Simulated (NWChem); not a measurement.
Molecule: CHAuOS; SMILES [O+]#[C-]->[Au][SH]

```xyz
5

Au     0.0056    -0.0269     0.0000
S      0.0485     2.2656     0.0000
H     -1.3101     2.4041     0.0000
O     -0.0010    -3.1019     0.0000
C      0.0162    -1.9517     0.0000
```
Atoms are numbered in this order, from 1.

Results from NWChem. Coordinates come from a PBE-D3(BJ)/def2-SVP optimisation. def2 effective core potentials on Au; no spin-orbit coupling. Hybrids' shares of exact exchange are those that their runs print; pure functionals count as 0. The functionals differ in more than this share.

```
row                 share of exact exchange  highest occupied level (eV)
------------------  -----------------------  ---------------------------
PBE/def2-SVP                           0.00                        -5.66
revPBE/def2-SVP                        0.00                        -5.60
B3LYP/def2-SVP                         0.20                        -6.40
B3PW91/def2-SVP                        0.20                        -6.48
MPW1K/def2-SVP                         0.43                     withheld
BHandHLYP/def2-SVP                     0.50                        -7.49
```

**Question.** Fit a straight line of the last column on the one before it, predict the withheld value, and compare with the run.

**Answer.** 
1. Means of the 5 shown rows: x = 0.180, y = -6.326. Slope Σ(x − x̄)(y − ȳ)/Σ(x − x̄)² = -0.6276/0.1680 = -3.736; intercept -5.654.
2. The shown rows scatter about the line by 0.045 (root mean square); the largest residual is -0.08, at B3PW91/def2-SVP.
3. At x = 0.43 (MPW1K/def2-SVP; inside the shown range) the line gives -7.26.
4. The run gives -7.42, -0.16 from the line, 3.5 times the scatter.
